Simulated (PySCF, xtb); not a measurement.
CH3, SMILES [CH3+], charge +1.

xtb with GFN2-xTB at its own geometry gives an orbital gap of 2.24 eV.

Coordinates come from a ωB97X-D3(BJ)/def2-TZVPD optimisation.

### Question
What does PySCF with B3LYP/def2-TZVPD give? (The exact figures need the calculation; the answer reports its results.)

### Answer
gap 8.16 eV (levels -21.41 and -13.25 eV).
